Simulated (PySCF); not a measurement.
FH5SSi2, SMILES F[SiH2]S[SiH3]. Atoms are numbered in the order given.

```xyz
9

Si    -1.7665     0.2759    -0.0982
S     -0.0997    -0.7759    -0.9659
Si     1.4061     0.2447     0.1203
F      0.9857     0.2695     1.6947
H     -2.1834    -0.3521     1.1816
H     -1.3726     1.6925     0.1386
H     -2.8768     0.2057    -1.0838
H      1.5296     1.6607    -0.3024
H      2.6735    -0.5059    -0.0410
```
Charge 0, spin multiplicity 1.

The structure is a stationary point at ωB97X-D3(BJ)/def2-SVP. The structure was generated by enumeration, and PubChem lists no compound with its InChIKey, so it may never have been made. Other conformers were not sampled.

Two levels are set side by side: PBE/pcSseg-1 (PySCF) and HF/pcSseg-1 (PySCF). GIAO shifts against CFCl3 (¹⁹F), H2S (³³S), TMS (²⁹Si), TMS (¹H) at the same level; non-relativistic, no solvent, atoms listed together averaged. Differences are taken from unrounded values.

| quantity | PBE |
|---|---|
| δ(²⁹Si) of Si1 (ppm) | -52.0 |
| δ(³³S) of S2 (ppm) | -37.1 |
| δ(²⁹Si) of Si3 (ppm) | 12.6 |
| δ(¹⁹F) of F4 (ppm) | -213.1 |

### Question
These are the PBE values. What does HF give? (Estimate from the structure and the level; the computed values follow.)

### Answer

```tsv
quantity	HF	PBE minus HF
δ(²⁹Si) of Si1 (ppm)	-47.5	-4.5
δ(³³S) of S2 (ppm)	-108.8	71.7
δ(²⁹Si) of Si3 (ppm)	-2.6	15.2
δ(¹⁹F) of F4 (ppm)	-154.7	-58.4
```

Rough cost on one machine, each run with all the roots and properties that it gave: HF against PBE within a factor of 2.
